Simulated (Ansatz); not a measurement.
`CCBr` + H–F → `FCBr` + CH₄ at 500 K and 1 bar (substitution at a C–C bond).

Isolated molecules relaxed with PBE0-D4/def2-TZVP in Ansatz; ΔE leaves out vibrations. CCSD(T)/CBS adds triple-zeta CCSD(T) − MP2 to the extrapolated MP2 energy (def2 sets, frozen cores). This one scheme is used for every species. For Br outer-core shells are correlated without core-valence functions, which leaves a few kJ/mol of doubt a bond. Scalar relativity is left out up to krypton.

| species | CCSD(T)/CBS energy (Eh) | H − E (kJ/mol) | S (J/(mol·K)) |
| --- | --- | --- | --- |
| `CCBr` | -2652.43806 | 202.3 | 324.8 |
| H–F | -100.39570 | 39.4 | 188.7 |
| `FCBr` | -2712.35054 | 103.2 | 304.8 |
| CH₄ | -40.46206 | 135.6 | 206.8 |

H − E and S are ideal-gas, rigid-rotor, harmonic terms from PBE0-D4/def2-TZVP. 1 Eh = 2625.50 kJ/mol, R = 8.31446 J/(mol·K).

Question: By hand: ΔE, ΔH, ΔS and ΔG.

Answer: ΔE = (-2712.35054) + (-40.46206) − (-2652.43806) − (-100.39570) = 0.02116 Eh = 55.6 kJ/mol. Δ(H − E) = 103.2 + 135.6 − 202.3 − 39.4 = -2.9, so ΔH = 52.7 kJ/mol. ΔS = 304.8 + 206.8 − 324.8 − 188.7 = -1.9 J/(mol·K). ΔG = 52.7 − 500 × (-1.9)/1000 = 53.7 kJ/mol.

Question: By hand: the equilibrium constant, and the temperature at which ΔG would vanish if ΔH and ΔS stayed fixed.

Answer: log₁₀ K = −ΔG/(RT ln 10) = -5.6. ΔH and −TΔS have one sign here, so there is no such temperature. One of them is within its doubt of zero, so this could turn.

The number of gas molecules stays the same, so ΔS is small and ΔH decides. A doubt of 5 kJ/mol in ΔE shifts log₁₀ K by 0.5 here. These are equilibria of isolated gas molecules and say nothing of rates. Largest T1 diagnostic: 0.009 (customary marks: 0.02 for closed shells, 0.045 for open ones).
